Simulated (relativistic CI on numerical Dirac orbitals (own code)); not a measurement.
# Hyperfine structure of Ge24+, mass number 73

Calculated at this level of theory: Dirac-Coulomb-Breit CI, separate exchange-only KLI orbitals for each configuration, model QED (radiative potential, 1s self-energy scaled to tabulated hydrogen-like ionisation energies), unscaled Slater integrals (own radial code, finite nucleus).

Configuration list (outside the closed core 1s2): 2s²2p⁴, 2s2p⁵, 2p⁶, 2p⁵3s, 2p⁵3p, 2p⁵3d, 2s²2p³3s, 2s²2p³3p, 2s²2p³3d, 2s2p⁴3s, 2s2p⁴3p, 2s2p⁴3d, 2s²2p³4s, 2s²2p³4p, 2s²2p³4d, 2s²2p³4f. Levels of other configurations are missing.

Nuclear spin I = 9/2, μ = -0.87824 μN, Q = -0.196 b (tables of Stone and Pyykkö). The electronic factors are computed for point nuclear moments, without core polarisation or the Bohr-Weisskopf and QED corrections.

```
        Level   E (Ry)  A (MHz)  B (MHz)
   2s²2p⁴ ³P2    0.000   -10170    -9790
   2s²2p⁴ ³P1    2.214    972.7     9690
   2s²2p⁴ ¹D2    3.078   -22530    29300
   2s2p⁵ ³P°2   12.121   -53800    19300
   2s2p⁵ ³P°1   13.346   -14580    -6720
   2s2p⁵ ¹P°1   16.928   -72690    16400
2s²2p³3s ⁵S°2  100.323   -16190    -7860
2s²2p³3s ³S°1  100.795     2724    -6110
```

Levels with J = 0, under 50 % of one LS term, or S terms without an open s electron are left out. Small factors come from cancelling terms and can be off by tens of per cent or more.

At this charge energies of transitions that change n are usually good to better than 1 %, and those within a shell (Δn = 0) to a few per cent.

Question: Give the hyperfine levels of 2s²2p⁴ ³P2 relative to its centre of gravity.

Answer: With K = F(F + 1) − I(I + 1) − J(J + 1), E = AK/2 + B[¾K(K + 1) − I(I + 1)J(J + 1)]/[2I(2I − 1)J(2J − 1)]: F = 5/2: 107400, F = 7/2: 76080, F = 9/2: 33370, F = 11/2: -22570, F = 13/2: -93990 MHz.

LS names give the leading component of a level, which can be under half, so a name can repeat, a term be missing and a line seem to break the LS rules.
